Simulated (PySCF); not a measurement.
Spinor energies of Ru¹⁷⁺ (ruthenium, charge +17)

Start: [Ar] 3d9; 3d3/2 filled at m_j = -3/2, -1/2, +1/2, +3/2; 3d5/2 filled at m_j = -3/2, -1/2, +1/2, +3/2, +5/2. Calculated with PySCF 2.14 in an even-tempered Gaussian basis (17 s from 1.7 bohr⁻², ratio 2.8; 13 p from 2.2 bohr⁻², ratio 2.8; 8 d from 2.2 bohr⁻², ratio 2.8; 4 f from 11 bohr⁻², ratio 3): generalised Hartree-Fock with the X2C-1e Hamiltonian and a Gaussian nucleus; one run each with spin-orbit coupling (SO) switched off, then screened by Boettger's factors.

```
spinor shell  electrons  ε, spin-free (eV)  ε, screened SO (eV)  weight of nominal j (screened SO)  rms radius, screened SO (bohr)
       1s1/2          2           -22701.7             -22700.3                              1.000                          0.0384
       2s1/2          2            -3732.2              -3731.7                              1.000                           0.157
       2p1/2          2            -3385.2              -3476.8                              1.000                           0.137
       2p3/2          4            -3385.2              -3342.3                              1.000                           0.141
       3s1/2          2            -1033.8              -1033.7                              1.000                           0.422
       3p1/2          2            -916.18              -934.82                              0.993                           0.415
       3d3/2          4            -733.76              -737.24                              0.949                           0.397
       3d5/2          5            -733.76              -731.17                              0.959                           0.400
```

Task: Where does 3p3/2 lie, and what is the 3p spin-orbit splitting (screened SO)?

Result: At -907.38 eV, 27.445 eV above 3p1/2.

```json
{"quantity": "E (hartree)", "spin-free": "-4408.54534", "screened SO": "-4409.24700"}
{"quantity": "M_J", "spin-free": "5/2", "screened SO": "5/2"}
{"quantity": "⟨J²⟩", "spin-free": "8.751", "screened SO": "8.751"}
{"quantity": "⟨L²⟩", "spin-free": "6.000", "screened SO": "6.007"}
{"quantity": "⟨S²⟩", "spin-free": "0.750", "screened SO": "0.757"}
```

Each row is a mean over spinors that exchange with the open shell spreads, by up to 14.583 eV (3p3/2).

Breit and QED terms are absent; they matter most for the inner s and p1/2 levels.

Densities and radii are taken from the X2C orbitals without a picture-change correction, which distorts them close to the nucleus.

Without spin-orbit coupling the j labels of p, d and f shells carry no meaning; the spin-free column gives the mean over the occupied spinors of each nl shell.
